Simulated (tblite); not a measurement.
Species: C₄H₁₃NOSi₂.
SMILES with atom numbers: `[CH2:1]=[C:2]([CH3:3])[Si@@H:4]([OH:5])[SiH2:6][NH:7][CH3:8]` (hydrogens: H9, H10 on C1; H11, H12, H13 on C3; H14 on Si4; H15 on O5; H16, H17 on Si6; H18 on N7; H19, H20, H21 on C8)

Computed with GFN2-xTB (tblite), gas phase: L-BFGS steps from a force-field or distance-geometry start until the largest atomic force falls under 0.01 eV/Å.

Step 7: E = -698.1117 eV
```
atom  x, y, z in Å  |  force x, y, z in eV/Å
C1     -0.6440    2.0913   -1.8576    0.128   0.084  -0.078
C2     -1.2902    1.3863   -0.9420    0.050   0.234   0.033
C3     -1.9656    2.0590    0.2069   -0.077   0.039   0.109
Si4    -1.3237   -0.4941   -0.9334    0.127  -0.176  -0.088
O5     -1.0022   -1.0579   -2.4306    0.029  -0.079  -0.072
Si6     0.1225   -1.3810    0.6150   -0.218   0.076   0.001
N7      1.7470   -1.0539    0.1314    0.111   0.051  -0.029
C8      2.8918   -1.6745    0.7558    0.127  -0.062   0.064
H9     -0.5628    3.1680   -1.8281   -0.088   0.037   0.008
H10    -0.1576    1.6189   -2.6914    0.059  -0.059  -0.100
H11    -3.0208    1.7856    0.2154    0.007   0.108   0.001
H12    -1.5383    1.6936    1.1392    0.019   0.083   0.079
H13    -1.8667    3.1456    0.1571   -0.048  -0.145   0.045
H14    -2.7096   -0.9113   -0.7719   -0.137  -0.081  -0.006
H15    -0.0976   -1.1167   -2.7252   -0.032  -0.017  -0.057
H16    -0.1288   -0.8045    1.9415   -0.112  -0.046   0.266
H17     0.0067   -2.8301    0.7552    0.104  -0.119   0.026
H18     1.9320   -0.0680    0.0214    0.012   0.117  -0.178
H19     3.0049   -1.4084    1.8133   -0.017   0.024  -0.002
H20     3.8003   -1.3749    0.2307    0.012  -0.057  -0.005
H21     2.7938   -2.7561    0.6950   -0.057  -0.011  -0.018
```

Step 8: E = -698.1232 eV
```
atom  x, y, z in Å  |  force x, y, z in eV/Å
C1     -0.6426    2.0946   -1.8590    0.107   0.050  -0.047
C2     -1.2868    1.3946   -0.9389    0.011   0.052   0.007
C3     -1.9683    2.0606    0.2097    0.014   0.006   0.081
Si4    -1.3163   -0.4872   -0.9302    0.106  -0.233  -0.045
O5     -1.0032   -1.0617   -2.4244   -0.029  -0.067  -0.075
Si6     0.1284   -1.3804    0.6228   -0.227   0.097  -0.028
N7      1.7528   -1.0472    0.1332   -0.088   0.047  -0.008
C8      2.8919   -1.6748    0.7579    0.089  -0.019   0.033
H9     -0.5673    3.1697   -1.8258   -0.052   0.102  -0.046
H10    -0.1577    1.6149   -2.6908    0.051  -0.005  -0.068
H11    -3.0235    1.7879    0.2148    0.025   0.096   0.013
H12    -1.5345    1.6929    1.1395   -0.035   0.107   0.061
H13    -1.8654    3.1440    0.1548   -0.068  -0.049   0.088
H14    -2.7024   -0.9159   -0.7866   -0.112  -0.051   0.023
H15    -0.1053   -1.1204   -2.7331    0.053  -0.015  -0.075
H16    -0.1455   -0.8168    1.9552   -0.061  -0.061   0.195
H17     0.0151   -2.8341    0.7613    0.118  -0.044   0.007
H18     1.9385   -0.0632    0.0002    0.019   0.052  -0.130
H19     3.0051   -1.4089    1.8144    0.002   0.016   0.022
H20     3.7962   -1.3764    0.2296    0.101  -0.076  -0.007
H21     2.7820   -2.7551    0.6930   -0.024  -0.006  -0.002
```

Step 9: E = -698.1308 eV
```
atom  x, y, z in Å  |  force x, y, z in eV/Å
C1     -0.6396    2.0975   -1.8606    0.058   0.014   0.000
C2     -1.2838    1.4006   -0.9372    0.002  -0.104  -0.019
C3     -1.9698    2.0615    0.2129    0.078  -0.023   0.018
Si4    -1.3113   -0.4861   -0.9301    0.024  -0.178  -0.016
O5     -1.0040   -1.0658   -2.4227   -0.014  -0.063  -0.089
Si6     0.1287   -1.3785    0.6280   -0.149   0.073  -0.002
N7      1.7552   -1.0421    0.1343   -0.183   0.035   0.033
C8      2.8931   -1.6754    0.7595    0.009   0.032  -0.013
H9     -0.5714    3.1727   -1.8253   -0.020   0.109  -0.085
H10    -0.1566    1.6121   -2.6923    0.033   0.051  -0.020
H11    -3.0252    1.7914    0.2148    0.031   0.068   0.022
H12    -1.5326    1.6947    1.1416   -0.061   0.101   0.055
H13    -1.8660    3.1420    0.1552   -0.067   0.047   0.106
H14    -2.7003   -0.9199   -0.7948   -0.052  -0.021   0.032
H15    -0.1088   -1.1230   -2.7394    0.058  -0.013  -0.073
H16    -0.1570   -0.8254    1.9677   -0.027  -0.079   0.110
H17     0.0226   -2.8376    0.7651    0.122   0.037  -0.007
H18     1.9425   -0.0593   -0.0153    0.018  -0.021  -0.088
H19     3.0053   -1.4087    1.8156    0.016   0.006   0.023
H20     3.7957   -1.3789    0.2287    0.129  -0.085   0.000
H21     2.7745   -2.7549    0.6918   -0.003   0.011   0.012
```

**Question.** Estimate the geometry and energy of step 10. (The exact step hangs on the optimiser's Hessian estimate; all steps are aligned on step 9, rigid shifts and turns removed.)

**Answer.** E = -698.1376 eV, largest force 0.201 eV/Å
```
atom  x, y, z in Å  |  force x, y, z in eV/Å
C1     -0.6359    2.1001   -1.8617   -0.005  -0.014   0.049
C2     -1.2807    1.4038   -0.9365    0.012  -0.184  -0.038
C3     -1.9698    2.0617    0.2158    0.105  -0.029  -0.047
Si4    -1.3078   -0.4888   -0.9314   -0.064  -0.083  -0.022
O5     -1.0042   -1.0706   -2.4242   -0.005  -0.052  -0.073
Si6     0.1257   -1.3757    0.6323   -0.039   0.028   0.048
N7      1.7545   -1.0375    0.1360   -0.186   0.020   0.073
C8      2.8941   -1.6752    0.7604   -0.068   0.068  -0.049
H9     -0.5752    3.1771   -1.8267    0.004   0.062  -0.105
H10    -0.1547    1.6108   -2.6944    0.014   0.100   0.028
H11    -3.0261    1.7959    0.2152    0.036   0.031   0.025
H12    -1.5322    1.6984    1.1451   -0.068   0.077   0.052
H13    -1.8681    3.1409    0.1580   -0.048   0.107   0.100
H14    -2.7006   -0.9235   -0.7998    0.007   0.002   0.030
H15    -0.1105   -1.1251   -2.7457    0.057  -0.012  -0.070
H16    -0.1663   -0.8333    1.9803   -0.005  -0.092   0.029
H17     0.0309   -2.8400    0.7678    0.116   0.103  -0.016
H18     1.9455   -0.0566   -0.0291    0.004  -0.083  -0.052
H19     3.0056   -1.4083    1.8169    0.026  -0.003   0.000
H20     3.7979   -1.3827    0.2281    0.098  -0.084   0.015
H21     2.7689   -2.7546    0.6910    0.008   0.038   0.023
```

The energy changes by -0.0068 eV. The first-order estimate −F·Δx gives -0.0093 eV and the mean of the old and new forces, exact on a quadratic surface, -0.0068 eV. The step makes an angle of 56° with the force vector and moves no atom by more than 0.018 Å.

What follows is the cost of the whole relaxation. Hardware: one thread of an Arm Neoverse V1, shared host with 32 logical CPUs at a one-minute load of 7.7. Cost: 1.8 s of wall time.
